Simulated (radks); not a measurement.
Values are calculated unless marked as measured or tabulated.
Isoelectronic series with 10 electrons, all held in the configuration [Ne], which need not be the ground one along the series. Code: a radial shooting solver on a logarithmic mesh with Libxc functionals. Model: non-relativistic Kohn-Sham, PBE, spin-unpolarised, spherical densities, point nucleus. Total energies (hartree) and mean radii <r> (bohr):

ion    E (hartree)      2p      2s
Ne      -128.86643  0.9816  0.8987
Mg2+    -199.11174  0.6841  0.6967
Al3+    -240.26430  0.5978  0.6248
Si4+    -285.42809  0.5317  0.5661
P5+     -334.59998  0.4791  0.5174
S6+     -387.77794  0.4363  0.4763
Cl7+    -444.96059  0.4006  0.4413
Ar8+    -506.14695  0.3704  0.4110
K9+     -571.33630  0.3445  0.3847
Ca10+   -640.52809  0.3220  0.3615
Sc11+   -713.72191  0.3023  0.3409
Ti12+   -790.91744  0.2849  0.3226
V13+    -872.11441  0.2694  0.3061
Cr14+   -957.31261  0.2556  0.2912
Mn15+  -1046.51188  0.2430  0.2777
Fe16+  -1139.71208  0.2317  0.2655
Co17+  -1236.91308  0.2214  0.2542
Ni18+  -1338.11480  0.2120  0.2439
Cu19+  -1443.31714  0.2033  0.2343
